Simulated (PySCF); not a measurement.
# Where the electron goes

C₄H₇N₃.
Cartesian coordinates in Å at the GFN2-xTB level; atoms count from 1:
```
atom  x, y, z in Å
C1     2.3528   -0.5066   -0.0052
C2     0.9667    0.0220   -0.0330
C3     0.5139    1.3367   -0.2171
N4    -0.8102    1.3306   -0.1757
N5    -1.1300    0.0752    0.0230
C6    -2.4840   -0.3718    0.1398
N7    -0.1091   -0.7450    0.1162
H8     2.7639   -0.5406   -1.0141
H9     2.9897    0.1343    0.6014
H10    2.3501   -1.5125    0.4052
H11    1.0682    2.2387   -0.3704
H12   -2.9331    0.0141    1.0568
H13   -2.4756   -1.4591    0.1627
H14   -3.0641   -0.0164   -0.7119
```

Method used: TDDFT PBE0/def2-SVPD, vertical, gas phase, core orbitals frozen in the response in PySCF.

Frontier orbitals with the atoms that hold most of them (Löwdin shares over 4%, at most four atoms; ? is withheld):

| orbital | ε (eV) | atoms |
| --- | --- | --- |
| LUMO+2 | 1.17 | C1 22%, C6 21%, H9 9%, H12 7% |
| LUMO+1 | 0.87 | C6 25%, C1 14%, C3 11%, C2 8% |
| LUMO | 0.02 | ? |
| HOMO | -7.23 | ? |
| HOMO-1 | -8.22 | N7 32%, N4 32%, C3 15%, N5 10% |
| HOMO-2 | -8.27 | N4 42%, N7 38%, C3 5%, C2 5% |
| HOMO-3 | -9.07 | N7 28%, N4 22%, C3 14%, C2 14% |

(1) Which atoms hold the LUMO, and with what shares?

(2) Give the leading atoms of the HOMO.

(3) The HOMO–LUMO gap is 7.26 eV. Where does the response calculation put the lowest singlet, and from which orbitals?

(4) Give energy, strength and leading configuration of S1, S2, S3 and S8, and follow the Löwdin shares of the leading atoms from the occupied to the empty orbital.

Results:

(1) N4 (bonded to C and N) 26%; N7 (bonded to C and N) 21%; N5 (bonded to C and 2 N) 20%; C3 (bonded to C, N and H) 12%. By element: nitrogen 68%, carbon 12% or more.

(2) N5 (bonded to C and 2 N) 24%; C2 (bonded to 2 C and N) 24%; C3 (bonded to C, N and H) 20%; N7 (bonded to C and N) 6%. By element: carbon 44% or more, nitrogen 30% or more.

(3) S1 is at 6.37 eV (f = 0.027), 0.88 eV below the gap, made of HOMO-2→LUMO (82%), HOMO→LUMO (15%). Its leading pair isn't HOMO and LUMO; the energies of that pair differ by 8.29 eV. 

(4) 
- S1 (6.37 eV, f 0.027), HOMO-2→LUMO (82%): N4 42% → 26%, N7 38% → 21%
- S2 (6.39 eV, f 0.144), HOMO→LUMO (77%): N5 24% → 20%, C2 24% → at most 12%, N4 at most 7% → 26%, N7 6% → 21%
- S3 (7.00 eV, f 0.012), HOMO→LUMO+1 (97%): N5 24% → at most 9%, C2 24% → 8%, C6 at most 7% → 25%, C1 at most 7% → 14%
- S8 (7.98 eV, f 0.029), HOMO-1→LUMO+1 (80%): N7 32% → at most 9%, N4 32% → at most 9%, C6 at most 11% → 25%, C1 at most 11% → 14%

Cost: about 70 s of CPU time on one thread; the machine was shared, so the figure is rough.
